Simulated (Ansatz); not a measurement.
Species: C2H5GeI2, net charge -1, singlet state. It need not be the lowest isomer of its formula. Whether it binds its extra electron was not tested at this geometry. SMILES: [CH3][Ge]([I])([I])[CH2-]
Structure (B3LYP-D3(BJ)/def2-TZVP (Ansatz, an electronic-structure program) minimum search):
```
Ge
C 1 1.8375
H 2 1.0873 1 115.11
H 2 1.0916 3 112.27 1 130.82
C 1 1.9707 2 119.46 3 -162.89
H 5 1.0869 1 109.58 2 -178.90
H 5 1.0896 6 110.64 1 120.48
H 5 1.0910 6 109.35 7 121.18
I 1 2.6204 2 110.12 3 -42.93
I 1 2.8641 2 123.80 3 77.62
```
Charge -1, spin multiplicity 1.

Parts of the frozen-core correlation energy in def2-QZVPPD (Ansatz, hartree). Frozen orbitals: 34; correlated occupied orbitals by spin: 16 and 16; virtual: 518 and 518. No spin-orbit coupling. Past Kr the def2 sets carry scalar-relativistic core potentials.

```csv
term,value
reference (HF),-2747.50472
MP2 opposite-spin,[?]
MP2 same-spin,[?]
CCSD correlation,[?]
(T),-0.04489
T1 diagnostic,0.013
largest doubles amplitude,0.020
```

Question: Complete the blanks.

Answer: 
- MP2 opposite-spin, value: -0.64185
- MP2 same-spin, value: -0.18915
- CCSD correlation, value: -0.87412
